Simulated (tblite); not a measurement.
C5H12B2S2.
Cartesian coordinates in Å at the GFN2-xTB level; atoms count from 1:
```xyz
21
C5H12B2S2 angstrom
C      2.454   -0.486   -0.432
S      1.759   -1.386    1.005
B      0.039   -1.002    1.005
B     -0.696   -0.061   -0.134
S     -1.339   -0.757   -1.652
C     -1.019   -2.553   -1.494
C     -0.885    1.483   -0.015
C      0.077    2.339    0.786
C     -1.289    2.101    1.313
H      3.366   -0.998   -0.722
H      1.745   -0.482   -1.253
H      2.684    0.532   -0.135
H     -0.520   -1.528    1.897
H      0.047   -2.734   -1.406
H     -1.402   -3.024   -2.393
H     -1.539   -2.936   -0.622
H     -1.310    1.992   -0.876
H      0.902    1.848    1.281
H      0.322    3.316    0.398
H     -2.004    2.910    1.290
H     -1.402    1.441    2.159
```

Level: GFN2-xTB in tblite, geometry and Hessian alike; calculated harmonic values, unscaled, isolated species. Errors from tens to a few hundred cm⁻¹ against measured bands are possible. Modes of hydrogen on boron can be 10 to 20 % off. One conformer, not necessarily the lowest. The optimisation stopped once no atom felt more than 0.01 eV/Å.

Lowest wavenumbers of the output (negative numbers stand for imaginary wavenumbers):
```
mode    cm-1
  1     -20.3
  2      52.9
  3      64.6
  4      75.1
  5      82.7
  6      84.6
  7     108.5
  8     132.1
  9     193.9
 10     238.6
```

Is this structure a minimum?

Not by this Hessian. 1 mode is imaginary beyond 20i (20i cm⁻¹), so at this level the point lies at or near a first-order saddle. The curvature is small, so loose convergence or finite differences may be the whole cause.

Which atoms move in the imaginary mode?

20i: H12 (methyl hydrogen) 27 %, H11 (methyl hydrogen) 23 %, H10 (methyl hydrogen) 18 %. These are shares of the mass-weighted motion.

What is the remedy?

Step along that mode in both directions, optimise again with tighter thresholds and repeat the frequencies. The zero-point energy of this point (102.9 kcal/mol) counts the 56 real modes alone, and thermal corrections from it aren't those of a minimum.
